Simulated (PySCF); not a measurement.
AgCl, SMILES [Cl][Ag], multiplicity 1.

Coordinates come from a B3LYP-D3(BJ)/def2-TZVPD optimisation. The multiplicity is an assumed one; other spin states were not compared. The def2 effective core potentials stand for the cores of Ag; spin–orbit coupling is left out.

Level of theory: M06-2X/def2-TZVPD (PySCF).

Isolated molecule, no solvent.

Computed frontier levels, gap, dipole moment and polarisability:
```json
{
 "highest_occupied_level": "-8.78 eV",
 "lowest_empty_level": "-2.57 eV",
 "orbital_gap": "6.20 eV",
 "dipole_moment": "6.30 D",
 "quadrupole, principal values (traceless, Buckingham form, about the centre of nuclear charge)": "-2.11, 1.06, 1.06 D·Å",
 "mean_static_polarisability": "39.1 bohr³ (5.80 Å³)",
 "polarisability_principal_values": "33.0, 33.0, 51.4 bohr³"
}
```
